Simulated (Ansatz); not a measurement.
```yaml
crystal:
  periodic: [false, false, false]
  atoms:
    - {symbol: C, position_ang: [-0.583873, 1.742999, 0.212949]}
    - {symbol: O, position_ang: [-0.882558, 0.557951, 0.905944]}
    - {symbol: Sn, position_ang: [0.287579, -1.002847, 0.687108]}
    - {symbol: N, position_ang: [0.409252, -1.299375, -1.303891]}
    - {symbol: H, position_ang: [-0.467125, 1.580280, -0.866247]}
    - {symbol: H, position_ang: [-1.409988, 2.445253, 0.361582]}
    - {symbol: H, position_ang: [0.332543, 2.223624, 0.585771]}
    - {symbol: H, position_ang: [-0.549357, -2.210074, 1.545841]}
    - {symbol: H, position_ang: [1.857892, -0.612407, 1.234178]}
    - {symbol: H, position_ang: [-0.258791, -1.947557, -1.696104]}
    - {symbol: H, position_ang: [1.329926, -1.534750, -1.646630]}
basis:
  gaussian: {orbitals: x2c-TZVPPall}
hamiltonian: {xc: {name: CCSD(T)}}
accuracy: high
output: {forces: true}
```

```sh
$ ansatz run in.yaml --threads 4 --pin off --events-out ev --progress --plain --max-ram 10444MiB
```

Output, abridged:

```
Error: YAML parse error: error: line 17 column 19: hamiltonian.xc: no functional is named "CCSD(T)"; the names, which are not case-sensitive, are SVWN5, SPW92, PBE, PBE0, PBEsol, revPBE, revPBE0, RPBE, rPW86-PBE, HSE06, wPBEh, LC-wPBE, HISS, HF, BLYP, B3LYP, B3LYP5, BHLYP, CAM-B3LYP, r2SCAN, r2SCANh, r2SCAN0, r2SCAN50, m-r2SCAN, B97, wB97, wB97X, wB97X-V, B97M-V, wB97M-V, B2PLYP, B2GP-PLYP, PBE0-DH, PBE-QIDH
15 | basis:
16 |   gaussian: {orbitals: x2c-TZVPPall}
17 | hamiltonian: {xc: {name: CCSD(T)}}
18 | accuracy: high
19 | output: {forces: true}
```

In this input the method's name isn't one that the program takes here. The program refused the input.
